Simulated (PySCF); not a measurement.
Protons, H atoms and electrons added to or taken from C1CCOC1. Isolated molecules, 0 K electronic values unless said otherwise. One relaxed conformer stands for each flexible species; it need not be the lowest. Strings in code marks are SMILES.

Quantity: electronic energy of isomers of C4H7O, doublet states, relative to `[CH]1CCCO1`, in kJ/mol.

Level 1: PBE-D3(BJ)/def2-TZVP // PBE0-D4/def2-TZVP (PySCF)
Level 2: BP86/6-31G* // PBE0-D4/def2-TZVP (PySCF)
Level 3: PBE/6-31G* // PBE0-D4/def2-TZVP (PySCF)
Level 4: SVWN5/6-31G* // PBE0-D4/def2-TZVP (PySCF)

```
species       level 1  level 2  level 3  level 4
------------  -------  -------  -------  -------
`[CH]1CCOC1`    24.44    25.06    25.57    30.74
```
